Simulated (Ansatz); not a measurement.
def2 core potentials replace the inner electrons of Sb.

Species: C4H9O2Sb, SMILES `C=CC[CH2][Sb]([OH])[OH]` with one electron removed (charge 1, multiplicity 2).

Q: Give a relaxed geometry from B3LYP-D3(BJ)/def2-SVP run with Ansatz (a first-principles code).

A: This is not unique; one that fits is the end point of this relaxation, one of several conformers (outside a Z-matrix the atoms follow the SMILES, hydrogens last).
Cartesian coordinates (Å) in one orientation:
```xyz
16

C     -2.942    -0.340    -0.135
C     -1.861     0.397     0.229
C     -0.587    -0.195     0.750
C      0.149    -0.331    -0.574
Sb     2.423    -0.809    -0.178
O      3.145     0.748    -1.138
O      2.417     0.100     1.557
H     -2.946    -1.432    -0.052
H     -3.858     0.140    -0.490
H     -1.874     1.483     0.085
H     -0.744    -1.170     1.231
H     -0.061     0.473     1.445
H     -0.195    -1.142    -1.229
H      0.320     0.603    -1.131
H      3.620     0.591    -1.971
H      2.993     0.884     1.599
```
